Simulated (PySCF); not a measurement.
PySCF job for C₄H₄Cl₂, SMILES C(=C/C(Cl)=C)/Cl, PBE-D3(BJ)/def2-SVP. The structure is a stationary point at PBE-D3(BJ)/def2-SVP. The structure was generated by enumeration; whether it is a known compound was not checked. Other conformers were not sampled.

```python
import numpy as np
from pyscf import gto, scf, dft, df
from pyscf.hessian import thermo

mol = gto.M(
    atom='''
    C     0.79137054   -2.53209649   -0.00000000
    C     0.37268628   -1.24213255   -0.00000001
    Cl   -1.34810173   -0.91939522    0.00000000
    C     1.30733000   -0.12408432    0.00000000
    C     1.15618380    1.22285122   -0.00000000
    Cl   -0.30597941    2.14055449   -0.00000000
    H     0.07569170   -3.36484130    0.00000000
    H     1.86779765   -2.75864490    0.00000000
    H     2.36147623   -0.44952299    0.00000000
    H     2.04899014    1.86607429   -0.00000000
    ''',
    basis='def2-SVP',
    charge=0,
    spin=0,
    max_memory=1600,
    verbose=3,
)
mf = dft.RKS(mol, xc='pbe').density_fit(auxbasis='def2-universal-jkfit')
mf.disp = 'd3bj'
mf.grids.level = 3
mf.conv_tol = 1e-11
mf.max_cycle = 100
mf.kernel()

# [left out here: the lines that compute and print the analytic Hessian (its translational invariance restored by hand, since the grid's response is missing), thermochemistry and intensities]
```

It prints:

```
converged SCF energy = -1074.21396266095

WARN: DFTD3 does not support analytical Hessian, using finite difference


WARN: Mole.unit (angstrom) is changed to Bohr

Mode                                 0                   1                   2
Irrep
Freq [cm^-1]                       51.0105            153.9196            264.3424
Reduced mass [au]                   4.6041             21.1676              9.9300
Force const [Dyne/A]                0.0071              0.2955              0.4088
Char temp [K]                      73.3928            221.4560            380.3299
Normal mode                   x     y     z       x     y     z       x     y     z
       0   C                -0.00  0.00  0.15   -0.04 -0.00 -0.00   -0.02 -0.11 -0.00
       1   C                 0.00 -0.00  0.01    0.02  0.02 -0.00    0.03 -0.10  0.00
       2  Cl                -0.00  0.00 -0.06    0.04  0.10  0.00    0.07  0.03 -0.00
       3   C                 0.00  0.00 -0.10    0.05 -0.01 -0.00   -0.03 -0.05 -0.00
       4   C                 0.00  0.00 -0.10    0.01 -0.01  0.00   -0.09 -0.05 -0.00
       5  Cl                -0.00 -0.00  0.07   -0.05 -0.10 -0.00   -0.03  0.08  0.00
       6   H                -0.00  0.00  0.23   -0.08  0.03  0.00   -0.06 -0.08 -0.00
       7   H                -0.00  0.00  0.19   -0.05 -0.05 -0.00   -0.03 -0.17 -0.00
       8   H                 0.00  0.00 -0.19    0.05 -0.00 -0.00   -0.01  0.02  0.00
       9   H                 0.00  0.00 -0.20   -0.03  0.03  0.00   -0.08 -0.06 -0.00
Mode                                 3                   4                   5
Irrep
Freq [cm^-1]                      307.9339            381.0247            564.2888
Reduced mass [au]                   3.3307              2.8282              3.3979
Force const [Dyne/A]                0.1861              0.2419              0.6375
Char temp [K]                     443.0483            548.2097            811.8859
Normal mode                   x     y     z       x     y     z       x     y     z
       0   C                -0.00  0.00  0.06   -0.16 -0.01 -0.00   -0.00  0.00  0.03
       1   C                -0.00 -0.00 -0.13    0.05  0.05 -0.00   -0.00  0.00 -0.19
       2  Cl                 0.00 -0.00  0.02    0.03 -0.06  0.00    0.00 -0.00  0.02
       3   C                -0.00 -0.00 -0.13    0.06  0.06 -0.00   -0.00 -0.00  0.11
       4   C                -0.00 -0.00  0.15    0.03  0.06 -0.00   -0.00 -0.00 -0.11
       5  Cl                 0.00  0.00 -0.02   -0.01  0.01 -0.00    0.00 -0.00  0.02
       6   H                -0.00  0.00  0.26   -0.37  0.17 -0.00   -0.00  0.00  0.07
       7   H                -0.00  0.00  0.05   -0.22 -0.28  0.00   -0.00  0.00  0.23
       8   H                -0.00 -0.00 -0.08    0.06  0.06 -0.00   -0.00 -0.00  0.41
       9   H                -0.00 -0.00  0.40    0.01  0.09 -0.00   -0.00 -0.00  0.07
Mode                                 6                   7                   8
Irrep
Freq [cm^-1]                      615.6797            648.8289            675.9187
Reduced mass [au]                   7.8262              1.0591              6.4871
Force const [Dyne/A]                1.7479              0.2627              1.7462
Char temp [K]                     885.8261            933.5204            972.4966
Normal mode                   x     y     z       x     y     z       x     y     z
       0   C                 0.05 -0.09  0.00    0.00 -0.00 -0.00    0.03 -0.11  0.00
       1   C                 0.11 -0.05 -0.00   -0.00 -0.00  0.04    0.02 -0.07 -0.00
       2  Cl                -0.09  0.02  0.00    0.00 -0.00 -0.01   -0.01  0.01  0.00
       3   C                 0.14  0.00  0.00   -0.00  0.00  0.00   -0.13  0.11 -0.00
       4   C                 0.05  0.02 -0.00    0.00  0.00 -0.05    0.01  0.14 -0.00
       5  Cl                -0.03  0.02  0.00    0.00 -0.00  0.01    0.04 -0.04  0.00
       6   H                -0.00 -0.05  0.00   -0.00  0.00  0.57   -0.02 -0.07 -0.00
       7   H                 0.04 -0.18  0.00   -0.00 -0.00 -0.69    0.01 -0.17  0.00
       8   H                 0.16  0.05  0.00   -0.00 -0.00  0.31   -0.12  0.16  0.00
       9   H                 0.00  0.09  0.00    0.00  0.00  0.20    0.05  0.08  0.00
Mode                                 9                  10                  11
Irrep
Freq [cm^-1]                      743.3377            756.4125            833.7824
Reduced mass [au]                   1.3896              4.7567              1.3845
Force const [Dyne/A]                0.4524              1.6035              0.5671
Char temp [K]                    1069.4974           1088.3092           1199.6272
Normal mode                   x     y     z       x     y     z       x     y     z
       0   C                -0.00  0.00 -0.00   -0.02 -0.03  0.00    0.00 -0.00 -0.15
       1   C                -0.00  0.00  0.09   -0.09 -0.04 -0.00   -0.00 -0.00  0.06
       2  Cl                 0.00 -0.00  0.00    0.03 -0.00 -0.00    0.00  0.00 -0.00
       3   C                 0.00 -0.00 -0.10   -0.02 -0.02  0.00   -0.00  0.00 -0.00
       4   C                 0.00 -0.00 -0.08    0.21  0.04  0.00    0.00  0.00 -0.01
       5  Cl                -0.00  0.00  0.01   -0.06  0.02 -0.00   -0.00 -0.00  0.00
       6   H                 0.00 -0.00 -0.36    0.13 -0.16  0.00   -0.00  0.00  0.61
       7   H                 0.00  0.00  0.17    0.02  0.14 -0.00    0.00  0.00  0.57
       8   H                -0.00 -0.00  0.39   -0.07 -0.20 -0.00   -0.00  0.00 -0.03
       9   H                 0.00  0.00  0.62    0.20  0.05 -0.00    0.00 -0.00  0.09
Mode                                12                  13                  14
Irrep
Freq [cm^-1]                      906.3070            916.1219           1154.2286
Reduced mass [au]                   1.2478              1.6457              1.8363
Force const [Dyne/A]                0.6039              0.8138              1.4414
Char temp [K]                    1303.9739           1318.0954           1660.6780
Normal mode                   x     y     z       x     y     z       x     y     z
       0   C                -0.00 -0.00  0.01   -0.10 -0.05 -0.00    0.07 -0.00  0.00
       1   C                -0.00 -0.00 -0.01   -0.04 -0.02 -0.00   -0.16 -0.03 -0.00
       2  Cl                 0.00 -0.00 -0.00    0.01 -0.01 -0.00    0.01  0.00 -0.00
       3   C                 0.00  0.00  0.10    0.10  0.04 -0.00    0.07 -0.01  0.00
       4   C                -0.00  0.00 -0.08   -0.07  0.05  0.00   -0.03  0.04  0.00
       5  Cl                 0.00 -0.00 -0.00    0.02 -0.01  0.00    0.02 -0.00 -0.00
       6   H                 0.00 -0.00 -0.00    0.32 -0.41  0.00   -0.09  0.13 -0.00
       7   H                 0.00  0.00 -0.08    0.01  0.46 -0.00    0.00 -0.31  0.00
       8   H                 0.00  0.00 -0.69    0.14  0.16  0.00    0.00 -0.25 -0.00
       9   H                -0.00  0.00  0.55   -0.14  0.15 -0.00   -0.33  0.46 -0.00
Mode                                15                  16                  17
Irrep
Freq [cm^-1]                     1237.7852           1301.5394           1353.5032
Reduced mass [au]                   1.3051              1.3163              1.2936
Force const [Dyne/A]                1.1781              1.3137              1.3963
Char temp [K]                    1780.8973           1872.6254           1947.3898
Normal mode                   x     y     z       x     y     z       x     y     z
       0   C                 0.03  0.02  0.00    0.02 -0.02  0.00    0.02 -0.02  0.00
       1   C                -0.12 -0.05 -0.00   -0.07  0.05 -0.00   -0.02 -0.09 -0.00
       2  Cl                 0.01 -0.00 -0.00    0.00 -0.00 -0.00   -0.00  0.00 -0.00
       3   C                 0.03  0.01  0.00    0.07  0.05  0.00    0.06  0.02  0.00
       4   C                 0.03 -0.03 -0.00   -0.07  0.05 -0.00   -0.05  0.07 -0.00
       5  Cl                -0.01 -0.00  0.00   -0.00 -0.00  0.00    0.00 -0.00  0.00
       6   H                -0.11  0.14 -0.00    0.23 -0.21  0.00   -0.42  0.38 -0.00
       7   H                 0.01 -0.09  0.00   -0.05 -0.39  0.00    0.11  0.50 -0.00
       8   H                 0.26  0.76  0.00   -0.03 -0.27 -0.00   -0.03 -0.27 -0.00
       9   H                 0.16 -0.20  0.00    0.36 -0.54  0.00    0.20 -0.25 -0.00
Mode                                18                  19                  20
Irrep
Freq [cm^-1]                     1583.0126           1645.2991           3090.2666
Reduced mass [au]                   5.6676              7.6199              1.0830
Force const [Dyne/A]                8.3680             12.1532              6.0937
Char temp [K]                    2277.6027           2367.2191           4446.2056
Normal mode                   x     y     z       x     y     z       x     y     z
       0   C                 0.05 -0.16  0.00    0.03 -0.07  0.00   -0.01  0.02 -0.00
       1   C                -0.05  0.15 -0.00   -0.01  0.12 -0.00    0.00 -0.00  0.00
       2  Cl                 0.00 -0.00 -0.00    0.00 -0.00  0.00   -0.00  0.00  0.00
       3   C                -0.00  0.10  0.00   -0.02 -0.19 -0.00    0.07 -0.02  0.00
       4   C                 0.02 -0.11 -0.00   -0.02  0.14  0.00   -0.01 -0.01 -0.00
       5  Cl                -0.00  0.00 -0.00    0.00 -0.00 -0.00   -0.00  0.00  0.00
       6   H                -0.21  0.03  0.00   -0.08 -0.00  0.00   -0.13 -0.15  0.00
       7   H                 0.14  0.18  0.00    0.06  0.06  0.00    0.26 -0.05  0.00
       8   H                -0.04 -0.01  0.00    0.10  0.14  0.00   -0.84  0.26 -0.00
       9   H                -0.08 -0.01 -0.00    0.10  0.01  0.00    0.14  0.10  0.00
Mode                                21                  22                  23
Irrep
Freq [cm^-1]                     3097.0556           3137.2584           3208.3244
Reduced mass [au]                   1.0633              1.0943              1.1183
Force const [Dyne/A]                6.0089              6.3459              6.7824
Char temp [K]                    4455.9735           4513.8163           4616.0645
Normal mode                   x     y     z       x     y     z       x     y     z
       0   C                 0.03 -0.05  0.00    0.00  0.00 -0.00    0.09  0.04 -0.00
       1   C                -0.00  0.01 -0.00    0.00  0.00  0.00    0.00 -0.00  0.00
       2  Cl                -0.00  0.00  0.00    0.00  0.00  0.00   -0.00  0.00 -0.00
       3   C                 0.03 -0.01  0.00   -0.02  0.01 -0.00    0.00 -0.00  0.00
       4   C                -0.00 -0.00 -0.00   -0.06 -0.05 -0.00   -0.00  0.00  0.00
       5  Cl                -0.00  0.00 -0.00    0.00  0.00 -0.00   -0.00  0.00  0.00
       6   H                 0.37  0.42 -0.00   -0.00 -0.00  0.00   -0.48 -0.57  0.00
       7   H                -0.70  0.14 -0.00    0.00 -0.00  0.00   -0.56  0.12 -0.00
       8   H                -0.31  0.10 -0.00    0.17 -0.06  0.00   -0.01  0.00  0.00
       9   H                 0.05  0.04  0.00    0.75  0.56  0.00   -0.00 -0.00  0.00
temperature 298.1500 [K]
pressure 101325.00 [Pa]
Rotational constants [GHz] 4.00430 1.53788 1.11114
Symmetry number 1
Zero-point energy (ZPE) 0.06522 [Eh]   171228.572 [J/mol]
                           tot       elec      trans        rot        vib
Entropy [J/mol/K]       346.306      0.000    168.759    118.167     59.380
Cv [J/mol/K]             94.094      0.000     12.472     12.472     69.151
Cp [J/mol/K]            102.408      0.000     20.786     12.472     69.151
Internal energy [J/mol]                      3718.434   3718.434 180907.186
Internal energy [Eh]   -1074.14223  -1074.21396
Enthalpy [J/mol]                             6197.391   3718.434 180907.186
Enthalpy [Eh]          -1074.14128
Gibbs free energy [J/mol]                  -44118.242 -31513.113 163203.107
Gibbs free energy [Eh] -1074.18061
mode   freq/cm-1   IR/(km/mol)
   1       51.01         0.062
   2      153.92         0.107
   3      264.34         0.335
   4      307.93         3.742
   5      381.02         2.411
   6      564.29        11.279
   7      615.68        24.145
   8      648.83         3.591
   9      675.92         5.505
  10      743.34        17.195
  11      756.41        34.236
  12      833.78        42.332
  13      906.31         0.047
  14      916.12        17.513
  15     1154.23        41.905
  16     1237.79        10.215
  17     1301.54        25.045
  18     1353.50        26.579
  19     1583.01         4.118
  20     1645.30        62.724
  21     3090.27         0.460
  22     3097.06         2.629
  23     3137.26         5.423
  24     3208.32         0.866
max |gradient| / (hartree/bohr): 1.8292240364156063e-05
APT charges: [-0.2518  0.4149 -0.2589 -0.148   0.3229 -0.2691  0.0728  0.0511  0.0238
  0.0424]
```

The calculation finished and met its thresholds.
